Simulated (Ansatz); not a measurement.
Saddle point of GaH5O3, singlet (GaH₅O₃ ([OH][OH][GaH2][OH]) → GaH₅O₃ ([OH][O][GaH2][OH2]); bonds formed: Ga1–O6, O2–H5; bonds broken: Ga1–O7, H5–O6; bonds weakened to dative contacts: Ga1–O2), PBE0-D4/def2-TZVP structure:

Ga1  (-0.897, -0.240, -0.066)
O2  (0.653, -1.287, 0.747)
H3  (-1.490, -0.829, -1.375)
H4  (-1.630, 0.200, 1.252)
H5  (1.192, -0.597, 0.168)
O6  (1.045, 0.377, -0.934)
O7  (0.250, 1.474, -0.350)
H8  (0.790, -1.122, 1.685)
H9  (0.088, 2.024, -1.126)
(Å)

Energies are electronic, without zero-point energy. Barriers and step energies count from the start structure reached by relaxing down the imaginary mode; all methods use the PBE0-D4 structures, on which another method's saddle can fall below an end. Ansatz 0.2.0; basis: def2-TZVPP, with def2-QZVPP for the basis limit; cores frozen in the correlated methods. Filled d shells of the heavier atoms are correlated. The def2 sets are not built for correlating such inner shells, so the correlated values are less sure here. B3LYP uses VWN-RPA correlation. Extrapolation: Hartree–Fock as exp(−7.88 √X), correlation as X^−2.97.

| method | barrier (kcal/mol) | step energy (kcal/mol) |
| --- | --- | --- |
| SPW92 | 16.37 | 1.15 |
| PBE-D4 | 17.11 | 0.84 |
| BLYP-D4 | 17.93 | 0.41 |
| r2SCAN-D4 | 17.68 | 0.40 |
| B97M-V | 18.93 | -0.10 |
| PBE0-D4 | 19.07 | 1.01 |
| B3LYP-D4 | 19.41 | 0.57 |
| r2SCAN0-D4 | 19.17 | 0.64 |
| BHLYP-D4 | 21.18 | 0.58 |
| CAM-B3LYP-D4 | ? | 0.60 |
| wB97X-V | 19.58 | 0.63 |
| wB97M-V | ? | 0.50 |
| B2PLYP | 19.08 | 0.48 |
| PBE-QIDH | 19.44 | 0.88 |
| RPA on PBE | 17.95 | 0.48 |
| HF | ? | 0.35 |
| MP2 | 19.16 | 0.73 |
| CCSD | 19.94 | 0.56 |
| CCSD(T) | 18.69 | 0.52 |

**Question.** Fill in the withheld barriers. (Judge from chemistry; the value comes from the calculation.)

**Answer.** By the calculation: wB97M-V 18.88; CAM-B3LYP-D4 20.00; HF 23.67 kcal/mol. Each is the energy of the saddle less that of the start structure, by the same method.

For comparison, the barrier by CCSD(T) at an estimated basis limit (MP2 extrapolated from triple and quadruple zeta, plus CCSD(T) − MP2 in triple zeta) is 19.10 kcal/mol.

T1 diagnostic: at most 0.015.

Labels in which every atom is bracketed show which atoms are joined, not bond orders.

For scale, one of the runs: CCSD(T)/def2-TZVPP, 211 basis functions, launched by `ansatz run in.yaml --threads 4 --pin off --events-out ev --progress --plain --max-ram 9574MiB`. Time: 120 s of wall clock on 4 CPU threads of an Arm Neoverse V1; the host was shared. Peak host memory: 3.2 GiB.
